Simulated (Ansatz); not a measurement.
Isolated molecules relaxed with PBE0-D4/def2-TZVP in Ansatz; ΔE leaves out vibrations. CBS: MP2 limit from def2 TZ/QZ plus the TZ coupled-cluster correction, frozen cores. DFT in def2-TZVPP. B3LYP here is the variant with VWN-RPA as its local correlation; programs differ in this. For Ge outer-core shells are correlated without core-valence functions, which leaves a few kJ/mol of doubt a bond. Scalar relativity is left out up to krypton. Each species was taken in one conformer, which may not be the lowest.

Consider the redistribution: `FB1O[SiH2]1` + `B[SiH2][CH2][GeH3]` → `[GeH3][B]1O[SiH2]1` + `B[SiH2]CF`.

```csv
level,ΔE (kcal/mol),difference from CCSD(T)/CBS
PBE-D4,51.2,-4.4
r2SCAN-D4,54.3,-1.3
B3LYP-D4,53.2,-2.4
ωB97X-V,53.9,-1.7
ωB97M-V,55.3,-0.3
B2PLYP,54.8,-0.8
PBE,50.6,-5.0
PBE0,53.1,-2.5
HF/def2-TZVPP,56.5,0.9
CCSD(T)/def2-TZVPP,55.7,0.1
HF/def2-QZVPP,56.8,1.2
MP2/def2-QZVPP,59.3,3.7
SCS-MP2/def2-QZVPP,57.4,1.8
HF/CBS(def2),56.8,1.2
MP2/CBS(def2),59.2,3.6
CCSD/CBS(def2),55.9,0.3
CCSD(T)/CBS,55.6,0
```

Largest T1 diagnostic among the species: 0.015.

The D4 term adds +0.9 kcal/mol with B3LYP and +0.5 kcal/mol with PBE0; it sums over pairs of atoms, weighted by their polarisabilities, and B3LYP, whose exchange is more repulsive, gets the larger term. From PBE to PBE0 (25 % exact exchange), in def2-TZVPP and without D4, ΔE moves by +2.5 kcal/mol.
